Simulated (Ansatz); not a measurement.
`[AlH2]/[CH]=C/B[SiH3]` at its PBE0-D4/def2-TZVP geometry, where that method's forces vanish. The species carries charge 0 and has multiplicity 1.

```xyz
13

Al   -2.7255   -1.6571   -0.3988
C    -1.0860   -0.7409   -0.9462
C    -0.4546    0.1180   -0.1114
B     0.9549    0.6460   -0.4358
Si    2.2813    1.2724    0.9476
H    -3.3810   -2.7878   -1.2965
H    -3.3545   -1.2128    0.9874
H    -0.5989   -0.9108   -1.9087
H    -0.9136    0.3161    0.8601
H     1.3014    0.6265   -1.5851
H     2.7359    2.6574    0.6267
H     1.7515    1.2760    2.3407
H     3.4894    0.3970    0.9201
```

Question: What forces (eV/Å) does PBE-D4/def2-TZVPP give on these atoms in the Gaussian-basis code of Ansatz? (Estimate.)

Answer: Computed: 
```
Al1 -0.043 -0.050 -0.006
C2  -0.254 -0.282 -0.183
C3   0.300  0.328  0.165
B4   0.045  0.036  0.087
Si5 -0.137 -0.077 -0.073
H6  -0.053 -0.085 -0.067
H7  -0.043  0.039  0.101
H8   0.087 -0.043 -0.216
H9  -0.099  0.055  0.212
H10  0.038  0.008 -0.128
H11  0.059  0.142 -0.037
H12 -0.039  0.006  0.143
H13  0.137 -0.077  0.000
```
